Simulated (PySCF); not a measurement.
Mapped SMILES: `[CH3:1][CH2:2][O:3][CH2:4][O:5][CH2:6][CH3:7]`; H(Xn) means a hydrogen on atom n.

GIAO PBE0/pcSseg-1 shifts (PySCF, gas phase, non-relativistic, equivalent atoms averaged), each against references optimised in the same way as the molecule (TMS, H2O).

On the GFN2-xTB geometry: C4 88.6, C2/C6 61.1, C1/C7 13.9, O3/O5 71.8, H(C4) 4.83, H(C2)/H(C6) 3.86, H(C1)/H(C7) 1.12 ppm.

What changes on the PBE0-D3(BJ)/def2-SVP geometry?

Results:


```json
{"atoms": "C4", "δ (ppm)": "86.9", "change": "-1.7"}
{"atoms": "C2/C6", "δ (ppm)": "58.9", "change": "-2.2"}
{"atoms": "C1/C7", "δ (ppm)": "13.8", "change": "-0.1"}
{"atoms": "O3/O5", "δ (ppm)": "69.8", "change": "-2.0"}
{"atoms": "H(C4)", "δ (ppm)": "4.41", "change": "-0.42"}
{"atoms": "H(C2)/H(C6)", "δ (ppm)": "3.52", "change": "-0.34"}
{"atoms": "H(C1)/H(C7)", "δ (ppm)": "1.04", "change": "-0.08"}
```

Bonds between heavy atoms that differ most (equivalent bonds averaged): C1–C2 1.526 → 1.515 Å, C2–O3 1.422 → 1.414 Å, O3–C4 1.395 → 1.389 Å. Mean change of bonds to hydrogen: C–H +0.011 Å.
